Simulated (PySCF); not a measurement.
Simulated absorption spectrum

Species: bis(cyclopentylmethyl)phosphine oxide, C12H23OP.
Geometry (PBE0-D3(BJ)/def2-SVP, Å), atoms numbered from 1 in this order:
```
atom  x, y, z in Å
O1     0.383   -2.710   -1.123
P2    -0.321   -1.553   -0.481
C3    -2.052   -1.357   -1.009
C4    -2.826   -0.177   -0.440
C5    -4.267   -0.073   -0.946
C6    -4.890    0.938    0.008
C7    -4.320    0.552    1.382
C8    -2.988   -0.177    1.093
C9     0.495    0.057   -0.756
C10    2.010   -0.070   -0.680
C11    2.551   -0.543    0.676
C12    4.018   -0.065    0.726
C13    4.200    0.863   -0.493
C14    2.782    1.226   -0.923
H15   -0.422   -1.623    0.944
H16   -2.547   -2.311   -0.755
H17   -2.010   -1.317   -2.111
H18   -2.314    0.758   -0.734
H19   -4.762   -1.055   -0.842
H20   -4.330    0.215   -2.007
H21   -5.990    0.946   -0.016
H22   -4.557    1.952   -0.271
H23   -4.188    1.428    2.035
H24   -5.013   -0.123    1.906
H25   -2.130    0.294    1.597
H26   -3.029   -1.216    1.460
H27    0.186    0.410   -1.755
H28    0.116    0.787   -0.018
H29    2.315   -0.808   -1.443
H30    1.968   -0.072    1.486
H31    2.445   -1.632    0.794
H32    4.724   -0.908    0.694
H33    4.220    0.470    1.666
H34    4.824    1.742   -0.274
H35    4.696    0.317   -1.312
H36    2.373    2.023   -0.275
H37    2.715    1.583   -1.963
```

Method used: TDDFT wB97X-D/def2-SVPD, vertical, gas phase, core orbitals frozen in the response in PySCF.

Computed states:

```json
{"state": "S1", "E (eV)": "7.30", "f": "0.027"}
{"state": "S2", "E (eV)": "7.33", "f": "0.0065"}
{"state": "S3", "E (eV)": "7.65", "f": "0.0017"}
{"state": "S4", "E (eV)": "7.81", "f": "0.040"}
{"state": "S5", "E (eV)": "7.98", "f": "0.025"}
{"state": "S6", "E (eV)": "8.02", "f": "0.017"}
{"state": "S7", "E (eV)": "8.09", "f": "0.014"}
{"state": "S8", "E (eV)": "8.27", "f": "0.033"}
{"state": "S9", "E (eV)": "8.64", "f": "0.0023"}
{"state": "S10", "E (eV)": "8.77", "f": "0.0048"}
```

Broadening: Gaussians 0.5 eV wide at half height, area fixed by f = 4.319×10⁻⁹ ∫ε dν̃. The width is an assumption, not a result. The curve ends short of the highest state used, and states not computed would add to its high-energy end.

(1) What does the envelope look like, and where are its maxima?

(2) Coming from long wavelengths, where does ε first pass 100 L mol⁻¹ cm⁻¹?

Answers

(1) 
(E (eV), ε (L mol⁻¹ cm⁻¹)): (6.55, 3), (6.59, 6), (6.63, 11), (6.66, 17), (6.70, 30), (6.74, 50), (6.78, 82), (6.81, 115), (6.85, 176), (6.89, 259), (6.93, 369), (6.96, 469), (7.00, 628), (7.04, 811), (7.08, 1013), (7.11, 1170), (7.15, 1377), (7.19, 1570), (7.23, 1736), (7.27, 1866), (7.30, 1938), (7.34, 2002), (7.38, 2040), (7.42, 2067), (7.45, 2092), (7.49, 2150), (7.53, 2253), (7.57, 2414), (7.60, 2578), (7.64, 2852), (7.68, 3180), (7.72, 3546), (7.75, 3831), (7.79, 4205), (7.83, 4549), (7.87, 4841), (7.90, 5014), (7.94, 5173), (7.98, 5245), (8.02, 5228), (8.05, 5158), (8.09, 4995), (8.13, 4760), (8.17, 4466)

Maxima: 155 nm (7.99 eV), ε about 5200, made up of S4 (28%), S5 (26%), S6 (17%), S7 (13%) and S8 (15%) (ε in L mol⁻¹ cm⁻¹; maxima over ε = 5, shares over 10%).

(2) At about 182 nm (6.80 eV), 0.50 eV below S1.

One conformer stands for the species.
